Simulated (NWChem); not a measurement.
System: C3H3FO2; SMILES FC1=COCO1

```xyz
9

F     -0.0129    -2.0062     0.0652
C      0.0792    -0.7088     0.0070
C      1.1300     0.1109     0.0466
O      0.6694     1.4025    -0.1474
C     -0.7081     1.3026     0.0984
O     -1.0813    -0.0386    -0.1781
H      2.1967    -0.0677     0.1273
H     -0.9218     1.5144     1.1699
H     -1.2660     1.9854    -0.5565
```
Atoms are numbered in this order, from 1.

Computed with NWChem. Pople sets run with spherical d functions. Geometry: optimised at PBE0/def2-SVP. Level: PBE/6-31G* with SMD (1 M gas to 1 M solution), gas-phase geometry.

Task: Estimate the computed values for solvent water. Quantities: solvation free energy (kcal/mol); cavity-dispersion-structure term (kcal/mol); dipole in solution (D).

Result: 
```
Property                                     Value
-------------------------------------------  -----
solvation free energy (kcal/mol)              -0.2
cavity-dispersion-structure term (kcal/mol)    4.4
dipole in solution (D)                        0.93
```
